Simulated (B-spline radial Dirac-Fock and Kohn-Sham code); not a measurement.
**Successive ionisation energies of bismuth: Dirac-Fock against NIST**

Calculated with a radial atomic solver, using multi-electron Dirac-Fock with separately optimised hole states, Breit and Lamb-shift corrections added in first order. Each value is the difference of the configuration-average energies of two neighbouring ions in their tabulated ground configurations. The model has no electron correlation. NIST's values refer to the lowest levels; many for high charge states are themselves semi-empirical or theoretical. Where a p, d or f shell is open in either ion the computed value averages over both j values and all terms, while the table refers to the lowest levels; that difference holds spin-orbit splitting (largest in heavy or highly charged ions), term energies where several electrons share open shells, and correlation, and it can reach 10 % or more.

| ion | configuration | computed (eV) | NIST (eV) | kind | NIST − computed (eV) |
| --- | --- | --- | --- | --- | --- |
| Bi⁵³⁺ | [Ar] 3d10 4s2 | 3328.9 | 3329 ± 5 | theoretical | +0.08 |
| Bi⁵⁴⁺ | [Ar] 3d10 4s1 | 3401.8 | 3401.8 ± 2.4 | semi-empirical | +0.03 |
| Bi⁵⁵⁺ | [Ar] 3d10 | 5645.0 | 5599 ± 5 | theoretical | -45.97 |
| Bi⁵⁶⁺ | [Ar] 3d9 | 5795.6 | 5740 ± 5 | theoretical | -55.57 |
| Bi⁵⁷⁺ | [Ar] 3d8 | 5947.7 | 5892 ± 6 | theoretical | -55.75 |
| Bi⁵⁸⁺ | [Ar] 3d7 | 6101.5 | 6054 ± 6 | theoretical | -47.51 |
| Bi⁵⁹⁺ | [Ar] 3d6 | 6256.9 | 6208 ± 7 | theoretical | -48.85 |
| Bi⁶⁰⁺ | [Ar] 3d5 | 6413.8 | 6358 ± 10 | theoretical | -55.77 |
| Bi⁶¹⁺ | [Ar] 3d4 | 6572.3 | 6648 ± 12 | theoretical | +75.73 |
| Bi⁶²⁺ | [Ar] 3d3 | 6732.3 | 6804 ± 15 | theoretical | +71.66 |
| Bi⁶³⁺ | [Ar] 3d2 | 6894.0 | 6977 ± 19 | theoretical | +83.01 |

Q: Where in this range is the largest relative jump, and why?

A: From Bi⁵⁴⁺ (3401.8 eV) to Bi⁵⁵⁺ (5645.0 eV), a factor of 1.66. The configuration goes from [Ar] 3d10 4s1 to [Ar] 3d10, so the next electron comes out of a deeper subshell.
